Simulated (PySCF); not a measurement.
One of the candidates below gave these computed data.

All candidates are C6H14OSSi.

| technique | computed result |
| --- | --- |
| 1H NMR | chemical shifts (computed TMS as zero) by class: 6.51 (1 H), 5.44 (2 H), 5.24 (1 H), 5.23 (1 H), 1.86 (3 H), 1.47 (6 H) ppm [GIAO PBE0/pcSseg-1] |
| NMR, other nuclei | isotropic shieldings of nuclei other than C and H, by class: 255 (1 O), 374 (1 Si), 693 (1 S) ppm [GIAO PBE0/pcSseg-1] |
| 13C NMR | chemical shifts (computed TMS as zero) by class: 157.3 (1 C), 115.9 (1 C), 76.5 (1 C), 30.7 (2 C), 9.6 (1 C) ppm [GIAO PBE0/pcSseg-1] |
| Dipole | 1.28 D [PBE0/pcSseg-1] |
| Rotational structure | rotational constants A, B, C: 2.465, 0.577, 0.542 GHz [GFN2-xTB] |

Gas-phase values; electronic properties from PySCF, density fitting. Levels stand in brackets. Geometry: GFN2-xTB, one conformer, isolated molecule. GFN2-xTB frequencies show an imaginary mode (23i cm⁻¹), so this geometry is no minimum at that level. NMR classes are plain means over equivalent atoms (diastereotopic ones count apart unless rotation or inversion swaps them), as if these changed places fast.

Question: Which candidate is it?
A. `CO[C@@H]1[C@@H](C)[Si@H]1CSC`
B. `C=CC(C)(C)O[SiH2]SC`
C. `C=C[Si@@H](S)OC(C)(C)C`

Answer: B. It is `C=CC(C)(C)O[SiH2]SC`. Numbering: `[CH2:1]=[CH:2][C:3]([CH3:4])([CH3:5])[O:6][SiH2:7][S:8][CH3:9]`. Its formula, C6H14OSSi, gives 1 degree of unsaturation: 0 rings and 1 π bond in the structure found. 6 carbons fall into 5 classes; from least to most shielded: alkene CH carbon [C2] (157.3 ppm), terminal =CH2 carbon [C1] (115.9 ppm), sp3 carbon bound to oxygen [C3] (76.5 ppm), methyl carbon [C4/C5] (30.7 ppm, 2 C, up to 4.1 ppm apart in this geometry), S-methyl carbon [C9] (9.6 ppm). Hydrogen classes from least to most shielded: 1 H on an alkene CH carbon, C2 (6.51 ppm), 2 H on an oxygen-bound silicon, Si7 (5.44 ppm), 1 H on a terminal =CH2 carbon, C1 (5.24 ppm), 1 H on a terminal =CH2 carbon, C1 (5.23 ppm), 3 H on an S-methyl carbon, C9 (1.86 ppm), 6 H on 2 methyl carbons, C4/C5 (1.47 ppm, a mean of values up to 0.8 ppm apart in this geometry). The other shieldings belong to: 255 ppm, silyl ether oxygen [O6]; 374 ppm, oxygen-bound silicon [Si7]; 693 ppm, sulfur bonded to C and Si [S8]. The optimised geometry has point group C1 and is an asymmetric top.

The others, at the same levels:
- `C=C[Si@@H](S)OC(C)(C)C` fails: it has 4 carbon classes against 5; its computed 13C shifts are 147.7 (1 C), 144.0 (1 C), 74.7 (1 C), 33.4 (3 C) ppm, 1H shifts are 6.59 (1 H), 6.49 (1 H), 6.47 (1 H), 5.86 (1 H), 1.34 (9 H), 0.52 (1 H) ppm and rotational constant A is 1.494 GHz (against 2.465 GHz).
- `CO[C@@H]1[C@@H](C)[Si@H]1CSC` fails: it has 6 carbon classes against 5; its computed 13C shifts are 75.9 (1 C), 63.1 (1 C), 22.3 (1 C), 17.8 (1 C), 16.8 (1 C), 15.7 (1 C) ppm, 1H shifts are 3.48 (3 H), 3.30 (1 H), 3.20 (1 H), 2.33 (3 H), 1.91 (1 H), 1.35 (1 H), 1.26 (3 H), 1.10 (1 H) ppm and rotational constant A is 1.493 GHz (against 2.465 GHz).

Each candidate is one conformer, not necessarily the lowest. The conformers computed, where there is a choice (atom-mapped SMILES and torsion angles):
- `[CH2:1]=[CH:2][C:3]([CH3:4])([CH3:5])[O:6][SiH2:7][S:8][CH3:9]`: C1–C2–C3–C4 17°, C2–C3–O6–Si7 128°, C3–O6–Si7–S8 -62°, O6–Si7–S8–C9 -169°
- `[CH2:1]=[CH:2][Si@@H:3]([SH:4])[O:5][C:6]([CH3:7])([CH3:8])[CH3:9]`: C1–C2–Si3–S4 -93°, C2–Si3–O5–C6 77°, Si3–O5–C6–C7 -150°, H–S4–Si3–C2 138°
- `[CH3:1][O:2][C@@H:3]1[C@@H:4]([CH3:5])[Si@H:6]1[CH2:7][S:8][CH3:9]`: C1–O2–C3–C4 158°, C4–Si6–C7–S8 165°, Si6–C7–S8–C9 -66°
